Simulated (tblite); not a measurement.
Compound: C4H3F3OSi.
Numbering: `[O:1]=[C:2]1[CH:3]=[CH:4][Si@H:5]1[C:6]([F:7])([F:8])[F:9]` (hydrogens: H10 on C3; H11 on C4; H12 on Si5)

Structure optimised with GFN2-xTB, isolated species.

Q: List the bond lengths, angles and torsions at this level.

A: 
| bond | length (Å) |
| --- | --- |
| O1=C2 | 1.197 |
| C2–C3 | 1.482 |
| C3=C4 | 1.347 |
| C4–Si5 | 1.900 |
| Si5–C6 | 1.954 |
| C6–F7, C6–F8, C6–F9 | 1.346 |
| C2–Si5 | 1.965 |
| C3–H10 | 1.077 |
| C4–H11 | 1.077 |
| Si5–H12 | 1.456 |

Bonds in one row agree within 0.01 Å and their mean is given. A selection of angles:
| angle | degrees |
| --- | --- |
| O1–C2–C3 | 131.5 |
| O1–C2–Si5 | 138.7 |
| C3–C2–Si5 | 89.6 |
| C2–C3–C4 | 103.5 |
| C2–C3–H10 | 126.6 |
| C4–C3–H10 | 129.9 |
| C3–C4–Si5 | 96.6 |
| C3–C4–H11 | 126.2 |
| Si5–C4–H11 | 137.2 |
| C4–Si5–C6 | 109.6 |
| C4–Si5–H12 | 125.6 |
| C6–Si5–H12 | 105.3 |
| C2–Si5–C4 | 70.2 |
| C2–Si5–C6 | 114.8 |
| C2–Si5–H12 | 127.9 |
| Si5–C6–F7 | 113.0 |
| Si5–C6–F9 | 111.9 |
| F7–C6–F8 | 106.6 |
| F7–C6–F9 | 106.0 |

Dihedral angles: O1–C2–C3–C4 -174° (antiperiplanar); C2–C3–C4–Si5 -2° (synperiplanar); C3–C4–Si5–C6 -108° (anticlinal); C4–Si5–C6–F7 166° (antiperiplanar); O1–C2–Si5–C4 174° (antiperiplanar).

The 3 C–Si bonds span 1.900 Å (C4–Si5, drawn single) to 1.965 Å (C2–Si5, drawn single), a spread of 0.065 Å. Si5 (SiH silicon) has angles from 70.2° to 127.9°. The 4-membered ring C2–C3–C4–Si5 has internal angles of 70.2° to 103.5°; it is almost planar, 0.01 Å rms from its mean plane, widest ring torsion 2°. The 2 C–C bonds span 1.347 Å (C3=C4, drawn double) to 1.482 Å (C2–C3, drawn single), a spread of 0.135 Å.

Point group: C1 (no symmetry element, even within 0.4 Å). Its GFN2-xTB frequencies are all real (lowest 23 cm⁻¹).

All values are computed, not measured.
